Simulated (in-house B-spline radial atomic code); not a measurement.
Hg. Computed with a B-spline radial atomic code. Model: non-relativistic spherical atom: semilocal Troullier-Martins pseudo-atom, one channel per l, against all electrons, high spin, G0W0 and RPA with empty states to l = 8, local potential for every l without a channel, a model core (radius 0 = none) keeps its share of the functional.

The core holds an angular momentum without a channel of its own, so the local potential lets valence electrons into it.

Without relativity these are model numbers for so heavy an element.

What the tables leave out is listed at the end.

The pseudopotential gives back the lowest level of each angular momentum of its own functional in the configuration it was made in; a second state of the same l is only approximately right. Exact exchange, RPA and GW see the smooth pseudo-orbitals and miss the exchange with the core, for which the functional's share stands in. The column with an uncorrelated core keeps all orbitals and exact exchange, and so separates missing core correlation from pseudisation. Only the three outermost levels and the lowest empty one were computed. RPA here is direct RPA, with no exchange kernel, and its energies carry an (l + 1/2)⁻⁴ tail. A hybrid on a potential with a model core restores only its own semilocal share of the core's exchange.

Command:
```bash
python run_psgw.py task.json out
```
Settings (lengths in bohr, energies in hartree):
```
Z                      80
electrons              80
configuration          [Xe] 4f14 5d10 6s2
generated_in           [Xe] 4f14 5d10 6s2
functional             pbe,pbe
core_shells            11
radius_factor          1.15
core_correction        False
ion_configuration      [Xe] 4f14 5d10 6s1
```

Cost of the run: 2.1 min on 1 thread of Arm Neoverse N1, on a shared host.

Given: made with PBE; model core radius 0 bohr; local radius 1.385 bohr; mean-field start PBE.

Valence shells of the generating configuration: 5p, 5d, 6s.

Channel: s 2.915, p 1.115, d 1.324 (radii in bohr).

Computed: largest level miss in the spin-unpolarised generating configuration 0 eV; valence RPA correlation energy all-electron orbitals -1.0447 hartree; valence RPA correlation energy pseudo -1.2878 hartree; all-electron RPA polarisability, core included 46.723 bohr³; pseudo-atom RPA polarisability 46.781 bohr³; ionisation by mean-field all-electron 8.4685 eV; ionisation by RPA pseudo minus all 0.771 eV.

| level | occupied | mean-field all-electron (eV) | mean-field pseudo minus all (eV) | G0W0 all-electron (eV) | G0W0 uncorrelated core minus all (eV) | G0W0 pseudo minus all (eV) | exchange self-energy all-electron (eV) | exchange self-energy pseudo (eV) |
| --- | --- | --- | --- | --- | --- | --- | --- | --- |
| 6s | 1 | -5.2934 | 0 | -8.4968 | 0.023 | -0.688 | -11.23 | -11.583 |

Problem. What is the ionisation by mean-field pseudo minus all?

Solution. 0.003 eV.

Problem. What is the ionisation by RPA all-electron?

Solution. 8.7977 eV.

Given: mean-field start PBE0.

Computed: valence RPA correlation energy all-electron orbitals -0.9877 hartree; all-electron RPA polarisability, core included 41.943 bohr³; pseudo-atom RPA polarisability 38.003 bohr³; ionisation by mean-field pseudo minus all 0.333 eV; ionisation by RPA all-electron 8.6266 eV; ionisation by RPA pseudo minus all 0.847 eV.

| level | occupied | mean-field all-electron (eV) | mean-field pseudo minus all (eV) | G0W0 all-electron (eV) | G0W0 uncorrelated core minus all (eV) | G0W0 pseudo minus all (eV) | exchange self-energy all-electron (eV) | exchange self-energy pseudo (eV) |
| --- | --- | --- | --- | --- | --- | --- | --- | --- |
| 6s | 1 | -5.9374 | -0.257 | -8.5293 | 0.026 | -0.862 | -11.02 | -12.123 |

Problem. What is the valence RPA correlation energy pseudo?

Solution. -1.225 hartree.

Problem. What is the ionisation by mean-field all-electron?

Solution. 8.2005 eV.

Given: mean-field start Hartree-Fock.

Computed: valence RPA correlation energy all-electron orbitals -0.8521 hartree; valence RPA correlation energy pseudo -1.0733 hartree; pseudo-atom RPA polarisability 24.139 bohr³; ionisation by mean-field pseudo minus all 1.392 eV; ionisation by RPA all-electron 8.2052 eV; ionisation by RPA pseudo minus all 0.994 eV.

| level | occupied | mean-field all-electron (eV) | mean-field pseudo minus all (eV) | G0W0 all-electron (eV) | G0W0 uncorrelated core minus all (eV) | G0W0 pseudo minus all (eV) | exchange self-energy all-electron (eV) | exchange self-energy pseudo (eV) |
| --- | --- | --- | --- | --- | --- | --- | --- | --- |
| 6s | 1 | -7.1034 | -1.506 | -8.4113 | 0.026 | -0.878 | -10.063 | -13.863 |
| 5d | 1 | -19.434 | 2.083 | -18.936 | 0.129 | 1.99 | -36.234 | -28.88 |

Problem. What is the all-electron RPA polarisability, core included?

Solution. 37.402 bohr³.

Problem. What is the ionisation by mean-field all-electron?

Solution. 6.8138 eV.

Among the listed levels the largest G0W0 shift of the pseudo-atom is +1.99 eV, for 5d on the Hartree-Fock start, while leaving the core uncorrelated moves that level by +0.13 eV. So pseudisation and the lost core exchange, not the missing core correlation, make the error. Not in the tables (levels of low weight, unsolved or above zero; the highest and the empty levels are kept at any weight): on PBE the G0W0 levels 5d (pseudo minus all +0.44 eV, weights 0.56 and 0.45), 5p (pseudo minus all +15.05 eV, weights 0.00 and 0.03), 6p (pseudo minus all +0.05 eV, weights 0.90 and 0.90); on PBE0 the G0W0 levels 5d (pseudo minus all +0.89 eV, weights 0.77 and 0.74), 5p (pseudo minus all +1.67 eV, weights 0.12 and 0.06), 6p (pseudo minus all +0.13 eV, weights 0.94 and 0.93); on Hartree-Fock the G0W0 levels 5p (pseudo minus all +8.61 eV, weights 0.15 and 0.09).
